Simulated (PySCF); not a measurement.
## A survey of 15N NMR shifts

PySCF 2.14 calculation with shielding tensors at PBE0/pcSseg-1 (GIAO) and structure optimised with GFN2-xTB; relativity neglected, rapidly exchanging positions averaged, one computed conformer, isolated molecule.

Shieldings were converted by a linear fit to measured shifts: 15N: δ = -148.07 − 0.921σ (rms 6.3 ppm, 71 shifts vs CH3NO2, solution or neat liquid). A few per cent of atoms miss by over 2 rms, more outside the fitted compound classes.

Problem. Give the 15N shifts of `N#Cc1nn([SiH3])cp1`, `CCc1nccn1C`, `C#CC1=C(F)N(C)CC1`, `C=CC/C(F)=C(\C)C#N`, `CC(C)c1ncc[nH]1`, `O=CN[Si@@H]1N[SiH2]C[SiH2]1`.

Solution. 
```csv
compound,environment,δ (ppm)
[N:1]#[C:2][c:3]1[n:4][n:5]([SiH3:6])[cH:7][p:8]1,N4: pyridine-type nitrogen of an azole,-23.2
[N:1]#[C:2][c:3]1[n:4][n:5]([SiH3:6])[cH:7][p:8]1,N1: nitrile nitrogen,-90.3
[N:1]#[C:2][c:3]1[n:4][n:5]([SiH3:6])[cH:7][p:8]1,N5: pyrrole-type ring nitrogen,-164.5
[CH3:1][CH2:2][c:3]1[n:4][cH:5][cH:6][n:7]1[CH3:8],N4: pyridine-type nitrogen of an azole,-115.6
[CH3:1][CH2:2][c:3]1[n:4][cH:5][cH:6][n:7]1[CH3:8],N7: pyrrole-type ring nitrogen,-229.3
C#CC1=C(F)N(C)CC1,enamine nitrogen,-314.0
C=CC/C(F)=C(\C)C#N,nitrile nitrogen,-96.3
[CH3:1][CH:2]([CH3:3])[c:4]1[n:5][cH:6][cH:7][nH:8]1,N5: pyridine-type nitrogen of an azole,-121.7
[CH3:1][CH:2]([CH3:3])[c:4]1[n:5][cH:6][cH:7][nH:8]1,N8: pyrrole-type ring nitrogen,-237.8
[O:1]=[CH:2][NH:3][Si@@H:4]1[NH:5][SiH2:6][CH2:7][SiH2:8]1,N3: amide-type nitrogen,-262.9
[O:1]=[CH:2][NH:3][Si@@H:4]1[NH:5][SiH2:6][CH2:7][SiH2:8]1,"N5: nitrogen bonded to 2 Si, H, in a 5-membered ring",-365.1
```
